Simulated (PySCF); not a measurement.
Cartesian coordinates in Å; atom numbers follow the order of the lines, from 1:
```xyz
15

O     2.381    1.475   -1.122
C     2.573    0.378   -0.668
N     1.654   -0.452   -0.117
C     0.289   -0.217    0.040
C    -0.590   -1.076    0.593
C    -1.948   -0.461    0.580
C    -1.702    0.866   -0.059
C    -0.406    0.993   -0.366
H     3.577   -0.090   -0.652
H     1.970   -1.349    0.223
H    -0.384   -2.054    0.989
H    -2.359   -0.354    1.587
H    -2.663   -1.058    0.009
H    -2.482    1.584   -0.229
H     0.085    1.825   -0.832
```

- σ from GIAO-PBE0/pcSseg-1
- geometry from GFN2-xTB
- code: PySCF
- one averaged value for each set of equivalent atoms, gas phase, no relativistic terms, a single conformation

Q: Predict the 2D correlation tables (HSQC, COSY, HMBC).

A: 

HSQC (one-bond C–H):
```tsv
δH	δC
8.22 (H15)	138.6 (C8)
8.21 (H9)	158.1 (C2)
6.77 (H14)	143.7 (C7)
5.60 (H11)	113.8 (C5)
3.08 (H12/H13)	41.6 (C6)
```

COSY cross peaks (H two or three bonds apart, from the bond graph; peaks can be absent where the dihedral angle is near 90°):
```tsv
δH	δH
8.22 (H15)	6.77 (H14)
8.21 (H9)	6.40 (H10)
6.77 (H14)	3.08 (H12/H13)
5.60 (H11)	3.08 (H12/H13)
```

HMBC (two and three bonds, from the bond graph):
```tsv
δH	δC
8.22 (H15)	149.4 (C4), 143.7 (C7), 113.8 (C5), 41.6 (C6)
8.21 (H9)	149.4 (C4)
6.77 (H14)	149.4 (C4), 138.6 (C8), 113.8 (C5), 41.6 (C6)
6.40 (H10)	158.1 (C2), 149.4 (C4), 138.6 (C8), 113.8 (C5)
5.60 (H11)	149.4 (C4), 143.7 (C7), 138.6 (C8), 41.6 (C6)
3.08 (H12/H13)	149.4 (C4), 143.7 (C7), 138.6 (C8), 113.8 (C5)
```

Chemical shifts δ = σref − σ; TMS for 1H (σref 31.72), 13C (σref 186.93), all at this level.

Exchangeable OH/NH protons stand at their gas-phase positions; hydrogen bonding in a real sample shifts them, mostly to higher δ. Shifts are as computed. Against solution values, carbons near 30 ppm lie about +3 ppm off and those near 130 ppm about +5 ppm. Of 1211 compounds with measured shifts, 218 miss one by over three times the rms of a fit or turn the order of signals round; such compounds aren't used in these exercises. Hydrogen bonding in solution deshields acid and N–H amide carbonyl carbons by as much as 10 ppm beyond these values.
